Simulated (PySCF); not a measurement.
# Titanium: a sound run and one with changed settings

Sound run: Ti [Ar] 3d2 4s2, Ti⁺ [Ar] 3d2 4s1. Calculation: PySCF 2.14, in def2-SVP (5s3p2d1f, 31 functions); no relativity, point nucleus. In the sound run the correlated levels freeze [Ar]. The sound run starts from symmetry-adapted Hartree-Fock orbitals and uses a fine grid where one is needed.

A second run was set up differently.

```
species  method  sound run (hartree)  changed run (hartree)  converged
     Ti     UHF           -848.28729             -839.56346        yes
     Ti    TPSS           -849.25370             -840.43442        yes
     Ti     PBE           -848.99020             -840.16977        yes
     Ti     MP2           -848.31511             -839.59115        yes
    Ti⁺     UHF           -848.08412             -839.44286        yes
    Ti⁺    TPSS           -849.01381             -840.25804        yes
    Ti⁺     PBE           -848.74558             -839.98728        yes
    Ti⁺     MP2           -848.08971             -839.44286        yes
```

Ionisation energy of Ti:

```json
{"method": "UHF", "sound run (eV)": "5.529", "changed run (eV)": "3.282"}
{"method": "TPSS", "sound run (eV)": "6.528", "changed run (eV)": "4.799"}
{"method": "PBE", "sound run (eV)": "6.656", "changed run (eV)": "4.966"}
{"method": "MP2", "sound run (eV)": "6.134", "changed run (eV)": "4.035"}
{"method": "SCS-MP2", "sound run (eV)": "6.252", "changed run (eV)": "4.186"}
```

Q: What was changed?
A. minimal basis
B. basis contracted for another Hamiltonian
C. a valence shell is frozen
D. radial grid too coarse

A: A. It used basis STO-3G. A minimal basis cannot let orbitals breathe on ionisation and holds almost no correlation.
